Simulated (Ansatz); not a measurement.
Cost and result for the atomization energy of CH$_{3}$AlFN, SMILES `N=[C](F)[AlH2]` (7 atoms, 6 bonds).

The species carries charge 0 and has multiplicity 1. The structure was optimised at the PBE0-D4/def2-TZVP level. It is one conformer, not always the lowest. Program: Ansatz. All runs use 2 threads of a server CPU on a shared host. Times are those of one run each, without the atoms' runs, and a repeat can differ threefold. Electronic energies, without spin–orbit coupling; frozen cores. CCSD(T)/CBS adds CCSD(T) − MP2 in def2-TZVPP to the MP2 limit, and its time is that of the two runs behind it. T1 = 0.014. B3LYP takes the VWN-RPA correlation (the form of Gaussian; ORCA's B3LYP/G).

CCSD(T)/CBS is a level of theory with its own doubt, some kJ/mol a heavy atom from the limit and from the frozen cores, so smaller differences don't rank the functionals.

| level | functions | wall time |
| --- | --- | --- |
| LDA (SPW92)/def2-TZVPP | 177 | 1 s |
| revPBE-D4/def2-TZVPP | 177 | 1.7 s |
| BLYP-D4/def2-TZVPP | 177 | 1.7 s |
| CCSD(T)/def2-SVP | 75 | 1.7 s |
| CAM-B3LYP-D4/def2-TZVPP | 177 | 2.5 s |
| B3LYP-D4/def2-TZVPP (with forces) | 177 | 2.8 s |
| B2PLYP/def2-TZVPP | 177 | 4 s |
| r2SCANh-D4/def2-TZVPP | 177 | 4.1 s |
| PBE-QIDH/def2-TZVPP | 177 | 4.2 s |
| B97M-V/def2-TZVPP | 177 | 6.5 s |
| MP2/def2-QZVPP | 331 | 13 s |
| CCSD(T)/def2-TZVPP | 177 | 38 s |
| CCSD(T)/CBS(def2) | – | 50 s |

What atomization energy does each give, and how far from CCSD(T)/CBS? (Best estimate.)

Computed: 
```json
{"level": "LDA (SPW92)/def2-TZVPP", "atomization (kcal/mol)": "654.5", "difference from CCSD(T)/CBS": "95.6", "per bond": "15.9"}
{"level": "revPBE-D4/def2-TZVPP", "atomization (kcal/mol)": "560.8", "difference from CCSD(T)/CBS": "1.9", "per bond": "0.3"}
{"level": "BLYP-D4/def2-TZVPP", "atomization (kcal/mol)": "567.3", "difference from CCSD(T)/CBS": "8.4", "per bond": "1.4"}
{"level": "CCSD(T)/def2-SVP", "atomization (kcal/mol)": "521.9", "difference from CCSD(T)/CBS": "-37.0", "per bond": "-6.2"}
{"level": "CAM-B3LYP-D4/def2-TZVPP", "atomization (kcal/mol)": "564.1", "difference from CCSD(T)/CBS": "5.2", "per bond": "0.9"}
{"level": "B3LYP-D4/def2-TZVPP (with forces)", "atomization (kcal/mol)": "561.1", "difference from CCSD(T)/CBS": "2.2", "per bond": "0.4"}
{"level": "B2PLYP/def2-TZVPP", "atomization (kcal/mol)": "554.2", "difference from CCSD(T)/CBS": "-4.7", "per bond": "-0.8"}
{"level": "r2SCANh-D4/def2-TZVPP", "atomization (kcal/mol)": "553.2", "difference from CCSD(T)/CBS": "-5.7", "per bond": "-0.9"}
{"level": "PBE-QIDH/def2-TZVPP", "atomization (kcal/mol)": "550.0", "difference from CCSD(T)/CBS": "-8.9", "per bond": "-1.5"}
{"level": "B97M-V/def2-TZVPP", "atomization (kcal/mol)": "565.8", "difference from CCSD(T)/CBS": "6.9", "per bond": "1.1"}
{"level": "MP2/def2-QZVPP", "atomization (kcal/mol)": "565.1", "difference from CCSD(T)/CBS": "6.2", "per bond": "1.0"}
{"level": "CCSD(T)/def2-TZVPP", "atomization (kcal/mol)": "540.4", "difference from CCSD(T)/CBS": "-18.5", "per bond": "-3.1"}
{"level": "CCSD(T)/CBS(def2)", "atomization (kcal/mol)": "558.9", "difference from CCSD(T)/CBS": "0.0", "per bond": "0.0"}
```

From BLYP to BHLYP (50 % exact exchange), in def2-TZVPP and without D4, the atomization energy moves by −30.4 kcal/mol: exact exchange takes away binding that semilocal exchange gives to molecules. The D4 term adds +4.1 kcal/mol with B3LYP and +2.1 kcal/mol with PBE0; it sums over pairs of atoms, weighted by their polarisabilities, and B3LYP, whose exchange is more repulsive, gets the larger term. In def2-TZVPP, CCSD(T) changes the Hartree–Fock value by +167.1 kcal/mol (the triples alone add +11.8 kcal/mol) and MP2 by +180.6 kcal/mol; breaking electron pairs costs correlation energy, which Hartree–Fock lacks.
